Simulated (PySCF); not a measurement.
Structure from NMR data

The spectra below were simulated for a compound CH11O2PSi3.

¹H NMR (400 MHz, computed): δ 5.55 (m, 1H), 5.36 (m, 1H), 5.24 (s, 3H), 5.21 (m, 1H), 1.11 (m, 2H), 0.55 (m, 3H).

¹³C{¹H} NMR (computed): δ 1.5 (CH3).

[PySCF 2.14: σ from GIAO-PBE0/pcSseg-1; structure optimised with GFN2-xTB; no solvent; non-relativistic Hamiltonian; one computed conformer; one averaged value for each set of equivalent atoms]

δ = σ(ref) − σ, references computed at the same level: TMS for ¹H (σref 31.72) and ¹³C (σref 186.93).

**Question.** Deduce the structure.

**Answer.** 
- Carbon types of the structure: 1 × CH3, leaving 8 H on heteroatoms.
- δC 1.5: methyl carbon bonded to Si; an electropositive neighbour leaves it electron-rich and shielded.
- δH 5.55: hydrogen on a silicon bonded to 2 O, P.
- δH 5.36, 5.21: hydrogen on a silicon bonded to C, O.
- δH 5.24: hydrogen on a silicon bonded to O.
- δH 1.11: hydrogen on a phosphorus bonded to Si.
- δH 0.55: hydrogen on a methyl carbon bonded to Si; an electropositive neighbour shields it, as in TMS itself.

These data were computed for `O([Si@@H](O[SiH2]C)P)[SiH3]`.

The shifts were computed for this structure.

Splittings by ³¹P in the carbon and heteronuclear signals aren't shown, as no couplings were computed. Shifts are as computed. Against solution values, carbons near 30 ppm lie about +3 ppm off and those near 130 ppm about +5 ppm. Of 1211 compounds with measured shifts, 218 miss one by over three times the rms of a fit or turn the order of signals round; such compounds aren't used in these exercises. No couplings were computed; multiplicities are counted from neighbouring protons, with m where these are inequivalent, close in shift, in a saturated or five-membered ring or joined by F or P, and br s for small geminal =CH2 splittings.
